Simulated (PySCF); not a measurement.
```xyz
3
charge 0 multiplicity 4, angstrom
Ga    0.6815   -1.1873    0.0000
Ga   -1.6743   -0.1718    0.0000
Ga    0.9928    1.3591    0.0000
```

Method: UPBE0/[Ga def2-TZVP], no relativity, density fitting, PySCF.

This geometry of Ga₃ is a stationary point at this level.

(1) What is the point group?

(2) Is it a minimum?

(3) List the harmonic modes with their infrared intensities.

(4) What is the atomisation energy, with and without zero-point energy?

## Answers

(1) C2v.

(2) Yes: all harmonic wavenumbers are real.

(3) 
| symmetry | ω (cm⁻¹) | IR (km/mol) |
| --- | --- | --- |
| a1 | 74 | 0.4 |
| b2 | 180 | 8.5 |
| a1 | 190 | 0.8 |

(4) 329 kJ/mol without, 326 kJ/mol with.

Only a few start shapes were tried, so a lower isomer may exist.
